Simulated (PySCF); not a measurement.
C2H7Al (SMILES [CH3][AlH][CH3]), singlet, geometry from GFN2-xTB (such geometries of metal compounds can be far from the true shape). Base run: DF-CAMB3LYP/6-31G (PySCF).

The PySCF input:
```python
from pyscf import gto, scf, dft

mol = gto.Mole()
mol.atom = '''
    Al    0.35298301   -0.09679108   -0.29438078
    C    -0.54675057   -1.67224407    0.52286895
    H    -0.14101575   -2.60677352    0.11529983
    H    -1.62818961   -1.69634184    0.34377780
    H    -0.42176746   -1.72806399    1.61066284
    C    -0.04540479    1.83461833   -0.02902321
    H     0.68048984    2.45884494   -0.56521044
    H    -0.00927651    2.14534959    1.02183624
    H    -1.03660266    2.12796203   -0.39441129
    H     1.52051514   -0.41693876   -1.26807926
'''
mol.basis = '6-31g'
mol.verbose = 4
mol.build()

mf = dft.RKS(mol)
mf.xc = 'camb3lyp'
mf = mf.density_fit(auxbasis='def2-universal-jkfit')
mf.kernel()
mf.analyze()
```

The base run was repeated with changes; each row names its change, and settings that it needs were set with it.

```tsv
change	basis functions	E (Eh)	HOMO (eV)	HOMO-LUMO gap (eV)	dipole (D)	core-seconds (rough)
base	45	-322.74826	-9.06	9.09	0.83	7
basis = STO-3G	26	-318.92691	-6.93	12.51	0.22	5
basis = LANL2DZ	40	-82.34183	-9.08	9.17	0.83	5
basis = def2-SV(P)	60	-322.64521	-9.18	9.25	0.78	7
basis = 6-31G*	60	-322.77707	-8.99	9.09	0.79	7
basis = 6-31+G*	72	-322.78292	-9.17	9.05	0.73	8
basis = def2-SVP	81	-322.66196	-9.17	9.24	0.78	7
basis = cc-pVDZ	81	-322.79140	-9.11	9.15	0.78	10
basis = 6-311++G**	123	-322.83168	-9.24	9.09	0.72	10
basis = aug-pcseg-1	136	-322.78117	-9.25	9.05	0.72	20
basis = def2-TZVP	141	-322.84269	-9.21	9.19	0.73	10
basis = cc-pVTZ	192	-322.84332	-9.20	9.17	0.74	20
basis = pcseg-2	192	-322.85099	-9.22	9.10	0.74	20
```

Totals compare only among sets that treat the same electrons; sets with core potentials leave the core out.
